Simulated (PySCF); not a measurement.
Partial charges of `C#C/C=C/C(=S)CC[SiH3]`

C7H10SSi.
Geometry (GFN2-xTB, Å), atoms numbered from 1 in this order:
```xyz
19
C7H10SSi angstrom
C      4.241   -0.556    1.536
C      3.204   -0.820    0.982
C      2.005   -1.140    0.340
C      1.173   -0.221   -0.192
C     -0.055   -0.554   -0.851
S     -0.516   -2.107   -1.124
C     -0.936    0.575   -1.279
C     -1.540    1.305   -0.071
Si    -2.537    0.164    1.089
H      5.145   -0.331    2.019
H      1.750   -2.191    0.278
H      1.425    0.830   -0.125
H     -0.348    1.283   -1.875
H     -1.740    0.185   -1.905
H     -0.744    1.795    0.492
H     -2.185    2.099   -0.449
H     -3.242    1.021    2.043
H     -1.620   -0.716    1.814
H     -3.490   -0.611    0.300
```

Density: PBE0/pcSseg-1 (PySCF); schemes: Mulliken, IAO, Hirshfeld and ESP-fitted. One conformer (not necessarily the lowest) at the GFN2-xTB geometry, without solvent, vibrations or thermal averaging.

Problem. Atoms with like bonding are taken together and averaged. At which atom do the 4 schemes differ most?

Solution. At C5: from -0.388 (Mulliken) to +0.046 e (Hirshfeld), 0.434 e apart.

Problem. Do the Mulliken, IAO, Hirshfeld and ESP-fitted schemes agree on where the charge is highest?

Solution. All schemes agree: Mulliken Si9 (+0.493); IAO Si9 (+0.591); Hirshfeld Si9 (+0.298); ESP-fitted Si9 (+0.440).

Problem. For which atoms does the sign change between the 4 schemes (beyond +0.03 e in one, beyond −0.03 e in another)?

Solution. C2, C3, C5 and C7. Atomic charges aren't observables, and each scheme defines them in its own way.

Problem. Give the atomic charges in each scheme.

Solution. In e; atoms taken as equivalent share a row and are averaged (×n: the atom named and its like, n in all):

```
       atom                  environment  Mulliken     IAO  Hirshfeld  ESP-fitted
         C1       terminal alkyne carbon    -0.331  -0.204     -0.082      -0.394
         C2                alkyne carbon    +0.325  -0.019     -0.034      +0.008
         C3             alkene CH carbon    -0.107  -0.099     -0.002      +0.054
         C4             alkene CH carbon    +0.002  -0.150     -0.039      -0.188
         C5          thiocarbonyl carbon    -0.388  -0.038     +0.046      +0.007
         S6          thiocarbonyl sulfur    -0.049  -0.106     -0.099      -0.204
         C7             chain CH2 carbon    -0.085  -0.261     -0.074      +0.039
         C8  sp3 carbon bound to silicon    -0.535  -0.529     -0.151      -0.267
        Si9                 SiH3 silicon    +0.493  +0.591     +0.298      +0.440
        H10              alkyne hydrogen    +0.055  +0.210     +0.100      +0.314
        H11             vinylic hydrogen    +0.159  +0.192     +0.053      +0.118
        H12             vinylic hydrogen    +0.109  +0.155     +0.053      +0.168
    H13/H14           methylene hydrogen    +0.139  +0.153     +0.043      +0.041
    H15/H16           methylene hydrogen    +0.149  +0.148     +0.042      +0.080
H17/H18/H19                Si–H hydrogen    -0.075  -0.115     -0.080      -0.112
```

Mean size of the charges over all atoms: IAO 0.184 e, Mulliken 0.181 e, ESP-fitted 0.146 e, Hirshfeld 0.076 e. Each set sums to the total charge, 0, to within 0.001 e. The ESP scheme is a least-squares fit of atom-centred charges to the potential on four shells outside the van der Waals surface, with the total charge fixed. The Hirshfeld scheme divides the density at each point in proportion to the densities of the neutral, spherically averaged free atoms.

Some averages cover members that differ in this geometry: H13/H14, ESP-fitted +0.021 to +0.062; H17/H18/H19, ESP-fitted -0.132 to -0.098 e.

Problem. Sum the charges by element, for elements with more than one atom.

Solution. 
| element | atoms | Mulliken | IAO | Hirshfeld | ESP-fitted |
| --- | --- | --- | --- | --- | --- |
| C | 7 | -1.119 | -1.298 | -0.336 | -0.742 |
| H | 10 | +0.674 | +0.814 | +0.137 | +0.506 |

Problem. How closely do the schemes follow one another over all atoms?

Solution. Correlation coefficient and root-mean-square difference: IAO with Hirshfeld 0.93, 0.145 e; Hirshfeld with ESP-fitted 0.88, 0.116 e; IAO with ESP-fitted 0.84, 0.127 e; Mulliken with IAO 0.83, 0.137 e; Mulliken with ESP-fitted 0.71, 0.169 e; Mulliken with Hirshfeld 0.69, 0.183 e.
